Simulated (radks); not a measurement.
The numbers below are computed, except where a source is named.
Q: Valence configurations of the sulfur ion S2+ (all share [Ne]). Level of theory: scalar-relativistic Kohn-Sham, PBE, spin-polarised, spherical densities, point nucleus; open shells are filled with parallel spins first (a radial shooting solver on a logarithmic mesh with Libxc functionals). Order these by energy: 3p4; 3s2 3p2; 3s1.5 3p2.5; 3s1 3p3; 3s0.5 3p3.5.

A: From the lowest, in eV above it: 3s2 3p2 0.000; 3s1.5 3p2.5 3.996; 3s1 3p3 7.288; 3s0.5 3p3.5 15.491; 3p4 22.956. NIST lists [Ne] 3s2 3p2 as the ground configuration; this level of theory agrees among the configurations tried. The energies are those of spherical high-spin densities, not of single terms.
